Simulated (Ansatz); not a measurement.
Consider the homolysis of the O–Si bond: `O[SiH]([SiH3])[SiH3]` → `[OH]`• + `[SiH3][SiH][SiH3]`•.

Program: Ansatz. Geometries: PBE0-D4/def2-TZVP. ΔE: electronic, gas phase. CCSD(T)/CBS is the MP2 limit (def2-TZVPP, def2-QZVPP) plus CCSD(T) − MP2 in def2-TZVPP, frozen cores. This one scheme is used for every species. Functionals use def2-TZVPP. No spin–orbit coupling; open shells (•) take unrestricted orbitals. One conformer a species, not always the lowest.

```
             level  ΔE (kcal/mol)
            r2SCAN          111.6
RPA@PBE/def2-TZVPP          108.2
      MP2/def2-SVP          113.2
CCSD(T)/def2-TZVPP          114.7
```

**Question.** What does CCSD(T)/CBS give? (Best estimate.)

**Answer.** The calculation gave: +118.7 kcal/mol. The listed levels differ from it by -7.1, -10.5, -5.5, -4.0 kcal/mol.

**Question.** What do rigid-rotor, harmonic-oscillator terms from PBE0-D4/def2-TZVP frequencies (298.15 K, 1 bar) make of the CCSD(T)/CBS value? (Best estimate.)

**Answer.** The calculation gave: ΔZPE = -4.1 kcal/mol, ΔH = +115.8 kcal/mol, ΔS = 160 J/(mol·K), ΔG = +104.4 kcal/mol. Open shells count their whole term as degenerate.

Largest T1 diagnostic among the species: 0.015.

From r2SCAN to r2SCAN0 (25 % exact exchange), in def2-TZVPP and without D4, ΔE moves by −2.3 kcal/mol: exact exchange takes away binding that semilocal exchange gives to molecules. The D4 term adds +1.6 kcal/mol with B3LYP and +0.9 kcal/mol with PBE0; it sums over pairs of atoms, weighted by their polarisabilities, and B3LYP, whose exchange is more repulsive, gets the larger term. In def2-TZVPP, CCSD(T) changes the Hartree–Fock value by +30.3 kcal/mol (the triples alone add +2.3 kcal/mol) and MP2 by +37.8 kcal/mol; breaking electron pairs costs correlation energy, which Hartree–Fock lacks.

CCSD(T)/CBS has its own doubt, a few kJ/mol and more with outer-core shells, so smaller differences from it don't rank the levels.

B3LYP here is the variant with VWN-RPA as its local correlation; programs differ in this.
